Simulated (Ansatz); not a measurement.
`BSC(=C)[SiH3]` → B• + 2 C• + 7 H• + S• + Si•  (atomization)

Isolated molecules relaxed with PBE0-D4/def2-TZVP in Ansatz; ΔE leaves out vibrations. CCSD(T)/CBS is the MP2 limit (def2-TZVPP, def2-QZVPP) plus CCSD(T) − MP2 in def2-TZVPP, frozen cores. This one scheme is used for every species, atoms too. Functionals use def2-TZVPP. B3LYP here is the variant with VWN-RPA as its local correlation; programs differ in this. No spin–orbit coupling; open shells (•) take unrestricted orbitals. Spin–orbit coupling would lower the free atoms: a little for B, C, S, Si. One conformer a species, not always the lowest.

```tsv
level	ΔE (kJ/mol)	difference from CCSD(T)/CBS
PBE-D4	4377.5	78.3
PBE0-D4	4325.5	26.3
B3LYP-D4	4318.6	19.4
ωB97X-V	4323.9	24.7
ωB97M-V	4327.1	27.9
PBE	4346.8	47.6
r2SCAN	4327.0	27.8
PBE0	4299.4	0.2
HF/def2-TZVPP	3243.3	-1055.9
CCSD/def2-TZVPP	4131.8	-167.4
HF/def2-QZVPP	3247.7	-1051.5
MP2/def2-QZVPP	4305.0	5.8
SCS-MP2/def2-QZVPP	4304.3	5.1
HF/CBS(def2)	3248.4	-1050.8
MP2/CBS(def2)	4347.4	48.2
CCSD/CBS(def2)	4234.8	-64.4
CCSD(T)/CBS	4299.2	0
```

Largest T1 diagnostic among the species: 0.014.

From PBE to PBE0 (25 % exact exchange), in def2-TZVPP and without D4, ΔE moves by −47.4 kJ/mol: exact exchange takes away binding that semilocal exchange gives to molecules. In def2-TZVPP, CCSD(T) changes the Hartree–Fock value by +952.9 kJ/mol (the triples alone add +64.4 kJ/mol) and MP2 by +1001.1 kJ/mol; breaking electron pairs costs correlation energy, which Hartree–Fock lacks. The D4 term adds +49.8 kJ/mol with B3LYP and +26.1 kJ/mol with PBE0; it sums over pairs of atoms, weighted by their polarisabilities, and B3LYP, whose exchange is more repulsive, gets the larger term.

For atomizations the MP2-based limit and the directly extrapolated one differ by several kJ/mol either way, and by 10 to 25 for some Ge, Se and Sn compounds, so smaller differences from it don't rank the levels.
